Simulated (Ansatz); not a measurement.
Start from `O[SiH](O)O` and change one element to get `[OH][SnH]([OH])[OH]`.

Ansatz, PBE0-D4/def2-TZVP geometries, multiplicity 1. Each molecule was computed in one conformer, which needn't be the lowest.

Elements past krypton have def2 core potentials.

```
                                      property  `O[SiH](O)O`
zero-point energy (PBE0-D4/def2-TZVP) / kJ/mol         136.0
            HOMO energy (PBE0/def2-TZVPP) / eV         -9.06
           LUMO energy (B3LYP/def2-TZVPP) / eV          0.36
         HOMO energy (ωB97M-V/def2-TZVPP) / eV        -11.44
            LUMO energy (PBE0/def2-TZVPP) / eV          0.76
             HOMO energy (PBE/def2-TZVPP) / eV         -7.43
```

(1) What does the change do to each property? (An estimate is asked.)

Results:

(1) The calculation gave: 
| property | `[OH][SnH]([OH])[OH]` | shift |
| --- | --- | --- |
| zero-point energy (PBE0-D4/def2-TZVP) / kJ/mol | 121.4 | -14.6 |
| HOMO energy (PBE0/def2-TZVPP) / eV | -8.73 | 0.33 |
| LUMO energy (B3LYP/def2-TZVPP) / eV | -1.29 | -1.65 |
| HOMO energy (ωB97M-V/def2-TZVPP) / eV | -11.14 | 0.30 |
| LUMO energy (PBE0/def2-TZVPP) / eV | -0.91 | -1.67 |
| HOMO energy (PBE/def2-TZVPP) / eV | -7.07 | 0.36 |

With PBE0 the HOMO rises by 0.33 eV and the LUMO falls by 1.67 eV, so the gap narrows by about 2.00 eV. PBE moves the HOMO by 0.36 eV and ωB97M-V by 0.30 eV.

B3LYP here is the variant with VWN-RPA as its local correlation; programs differ in this.
